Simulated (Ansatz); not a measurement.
Relaxation of Cl$_{2}$FH$_{4}$W (8 atoms, charge 0, multiplicity 2), to a largest force component of 0.03 eV/Å in at most 50 steps.

Level of theory: UHF/def2-SVP (Ansatz 0.2.0).

```xyz
8
Properties=species:S:1:pos:R:3:forces:R:3
W -0.260 0.000 -0.325 -0.08 0.00 -0.23
Cl 0.371 -0.005 3.214 0.95 -0.01 -1.57
H 1.075 0.001 0.719 -0.10 0.00 0.02
H 0.495 1.485 -0.573 0.05 -0.04 0.01
Cl -2.464 0.000 0.281 0.01 0.00 0.10
H 0.496 -1.484 -0.573 0.05 0.03 0.01
H -0.036 0.000 -1.988 0.03 0.00 -0.03
F -0.347 0.003 4.605 -0.91 0.01 1.70
```

Q: Where does it end, and by what steps?

A: The run converged. After 7 steps the energy has fallen by 0.097 eV; Cl2 moved furthest, 0.53 Å.

```
step  energy less start (eV)  largest force component (eV/Å)  accepted
   0                  0.0000                           1.698       yes
   1                 -0.0680                           0.388       yes
   2                 -0.0842                           0.427       yes
   3                 -0.0918                           0.066       yes
   4                 -0.0927                           0.054       yes
   5                 -0.0938                           0.313       yes
   6                 -0.0962                           0.106       yes
   7                 -0.0968                           0.006       yes
```

```xyz
8
Properties=species:S:1:pos:R:3
W -0.284 0.000 -0.512
Cl 0.534 0.000 3.722
H 0.967 0.000 0.619
H 0.491 1.474 -0.758
Cl -2.458 0.000 0.193
H 0.491 -1.474 -0.759
H 0.008 0.000 -2.170
F -0.418 0.000 5.025
```

Whether the end is a true minimum wasn't checked by a vibrational analysis.

Run time: 23 s on 2 threads of Arm Neoverse V2, on a shared host, peak memory 0.27 GiB.
